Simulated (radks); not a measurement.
Values are calculated unless marked as measured or tabulated.
Effect of the nuclear size on the tellurium ion Te+, [Kr] 4d10 5s2 5p3. Code: a radial shooting solver on a logarithmic mesh with Libxc functionals. Model: Dirac Kohn-Sham, exchange-only LDA, spin-unpolarised, spherical densities, finite nucleus; open shells fill j = l - 1/2 first; Fermi nuclear charge, rms radius 4.7423 fm. The rms radius is varied about that value; shifts are against it.

rms radius (fm)  total energy shift (eV)  density at nucleus (e/bohr^3)  1s1/2 shift (meV)  2s1/2 shift (meV)  4p1/2 shift (meV)  5s1/2 shift (meV)  5p1/2 shift (meV)  5p3/2 shift (meV)  6s1/2 (empty) shift (meV)
4.0215                             -1.49                      2.333e+05               -623              -72.5              0.240             -0.337              0.052              0.055                     -0.049
4.5763                            -0.361                      2.284e+05               -151              -17.6              0.058             -0.082              0.013              0.013                     -0.012
4.7423                                 0                       2.27e+05              0.000              0.000              0.000              0.000              0.000              0.000                      0.000
4.9604                             0.490                      2.253e+05                205               23.9             -0.079              0.111             -0.017             -0.018                      0.016
5.852                               2.68                      2.192e+05               1120                131             -0.432              0.608             -0.094             -0.100                      0.088

Slopes of the eigenvalues against <r^2> in GHz/fm^2, as finite differences over the two radii next to the reference (eigenvalue slopes, not the field-shift constants of lines): 1s1/2 23500, 2s1/2 2740, 4p1/2 -9.04, 5s1/2 12.7, 5p1/2 -1.98, 5p3/2 -2.08, 6s1/2 (empty) 1.83.
